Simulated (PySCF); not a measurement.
**Exercise with solution: oscillator strength and radiative lifetime**

BeH3NO, SMILES [OH][Be][NH2].

Geometry optimised at PBE0-D3(BJ)/def2-TZVP. One conformer was computed; it need not be the lowest.

PySCF 2.14.0 with TDDFT-PBE0/def2-TZVPD puts the first singlet state with f over 0.02 at 5.54 eV (vertical), with the transition dipole (0.044, 0.666, 0.000) in atomic units.

Find the oscillator strength, the wavelength and the radiative lifetime that this transition would have in vacuum if emission retraced absorption.


|μ|² = 0.4455 au, so |μ| = 1.70 D. ΔE = 5.54/27.211 = 0.2036 hartree. f = (2/3) ΔE |μ|² = 0.060 (the program prints 0.060).
λ = 1239.84/5.54 = 224 nm; ν = 44683 cm⁻¹.
Einstein's coefficient A = 0.6670 ν² f s⁻¹ (ν in cm⁻¹) = 8.1e7 s⁻¹, so τ = 1/A = 12 ns. This state is S1. The figure is the radiative limit of this one transition; relaxation, internal conversion, crossing to triplets and a medium change what is measured.
